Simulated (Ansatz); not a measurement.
`CO[SiH](O)Cl` and `CO[SiH](N)O` differ in one atom or group.

Ansatz, PBE0-D4/def2-TZVP geometries, multiplicity 1. Each molecule was computed in one conformer, which needn't be the lowest.

```csv
property,`CO[SiH](O)Cl`
LUMO energy (PBE/def2-TZVPP) / eV,-0.19
size of the dipole moment (ωB97M-V/def2-TZVPP) / D,1.59
HOMO–LUMO gap (B3LYP/def2-TZVPP) / eV,8.85
HOMO energy (PBE/def2-TZVPP) / eV,-7.11
size of the dipole moment (B3LYP/def2-TZVPP) / D,1.58
size of the dipole moment (PBE/def2-TZVPP) / D,1.53
```

**Question.** What does the change do to each property? (Estimate.)

**Answer.** Ansatz gave: 
```tsv
property	`CO[SiH](N)O`	shift
LUMO energy (PBE/def2-TZVPP) / eV	0.15	0.34
size of the dipole moment (ωB97M-V/def2-TZVPP) / D	0.94	-0.65
HOMO–LUMO gap (B3LYP/def2-TZVPP) / eV	8.18	-0.67
HOMO energy (PBE/def2-TZVPP) / eV	-6.31	0.80
size of the dipole moment (B3LYP/def2-TZVPP) / D	0.95	-0.63
size of the dipole moment (PBE/def2-TZVPP) / D	0.98	-0.55
```

With PBE0 the HOMO rises by 0.90 eV and the LUMO rises by 0.29 eV, so the gap narrows by about 0.61 eV. PBE moves the HOMO by 0.80 eV and ωB97M-V by 0.84 eV. Dipoles are sizes alone; their direction can turn.

B3LYP here is the variant with VWN-RPA as its local correlation; programs differ in this.
